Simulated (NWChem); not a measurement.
C₄H₂BF; SMILES C#CB(F)C#C

```xyz
8

B      0.0000     0.0000     0.4357
C     -1.3272     0.0000    -0.3085
C     -2.3695     0.0000    -0.9314
H     -3.2901     0.0000    -1.4723
C      1.3272     0.0000    -0.3085
C      2.3695     0.0000    -0.9314
H      3.2901     0.0000    -1.4723
F      0.0000     0.0000     1.7698
```
Atoms are numbered in this order, from 1.

Geometry: optimised at B3LYP/6-31G* (spherical d).

Give the principal values of the shielding tensors (ppm) of B1, C2, C3, F8 from BHandHLYP/pcSseg-1, GIAO (NWChem), with their diamagnetic and paramagnetic parts as GIAO splits them.


```csv
atom,σ11,σ22,σ33,isotropic,diamagnetic,paramagnetic
B1,49.4,82.2,100.5,77.4,195.3,-117.9
C2,-6.7,-1.5,296.4,96.1,256.0,-159.9
C3,-2.1,16.7,217.3,77.3,261.5,-184.2
F8,11.4,190.5,463.8,221.9,472.8,-250.8
```
